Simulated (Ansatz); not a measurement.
`[NH2][GeH2][OH]` + `N[SiH](O)Cl` → `[NH2][GeH2][O][SiH](N)Cl` + H₂O  (ligand exchange at a Ge–O bond)

Isolated molecules relaxed with PBE0-D4/def2-TZVP in Ansatz; ΔE leaves out vibrations. CBS: MP2 limit from def2 TZ/QZ plus the TZ coupled-cluster correction, frozen cores. This one scheme is used for every species. Functionals use def2-TZVPP. B3LYP here is the variant with VWN-RPA as its local correlation; programs differ in this. For Ge outer-core shells are correlated without core-valence functions, which leaves a few kJ/mol of doubt a bond. Scalar relativity is left out up to krypton. Each species was taken in one conformer, which may not be the lowest.

`[NH2][GeH2][OH]`:

Cartesian coordinates in Å:
```
N -0.459 0.915 -0.954
Ge 0.261 -0.028 0.424
O 0.520 -1.662 -0.232
H -1.435 0.760 -1.154
H -0.253 1.903 -0.965
H -0.644 -0.193 1.669
H 1.598 0.647 0.777
H 0.411 -2.342 0.436
```

`N[SiH](O)Cl`:

Z-matrix (Å, degrees):
```
Si
O 1 1.631
Cl 1 2.058 2 112.6
N 1 1.700 2 111.2 3 116.8
H 1 1.474 2 103.8 3 -116.0
H 2 0.960 1 116.7 3 -67.6
H 4 1.006 1 120.7 2 -147.4
H 4 1.007 1 121.4 2 60.6
```

`[NH2][GeH2][O][SiH](N)Cl`:

Cartesian coordinates in Å:
```
N 0.779 1.357 1.432
Ge -0.283 -0.083 1.757
O -0.268 -1.289 0.417
Si 0.048 -1.064 -1.148
N -0.736 0.348 -1.716
Cl 2.050 -0.709 -1.509
H 0.520 1.866 0.598
H 1.767 1.149 1.391
H -1.738 0.386 1.877
H 0.244 -0.847 2.974
H -0.278 -2.327 -1.842
H -1.744 0.388 -1.709
H -0.361 0.825 -2.521
```

H₂O:

```xyz
3

O     0.383    0.064   -0.022
H    -0.085   -0.455    0.635
H    -0.298    0.391   -0.613
```

| level | ΔE (kJ/mol) | difference from CCSD(T)/CBS |
| --- | --- | --- |
| r2SCAN-D4 | -28.8 | 4.5 |
| ωB97M-V | -31.2 | 2.1 |
| PBE | -19.9 | 13.4 |
| PBE0 | -22.4 | 10.9 |
| B3LYP | -18.9 | 14.4 |
| SCS-MP2/def2-TZVPP | -32.0 | 1.3 |
| CCSD(T)/def2-TZVPP | -33.9 | -0.6 |
| HF/def2-QZVPP | -22.5 | 10.8 |
| SCS-MP2/def2-QZVPP | -31.4 | 1.9 |
| MP2/CBS(def2) | -33.9 | -0.6 |
| CCSD(T)/CBS | -33.3 | 0 |

Largest T1 diagnostic among the species: 0.011.

The D4 term adds −14.6 kJ/mol with B3LYP and −8.8 kJ/mol with PBE0; it sums over pairs of atoms, weighted by their polarisabilities, and B3LYP, whose exchange is more repulsive, gets the larger term. In def2-TZVPP, CCSD(T) changes the Hartree–Fock value by −11.1 kJ/mol (the triples alone add −2.1 kJ/mol) and MP2 by −11.7 kJ/mol.
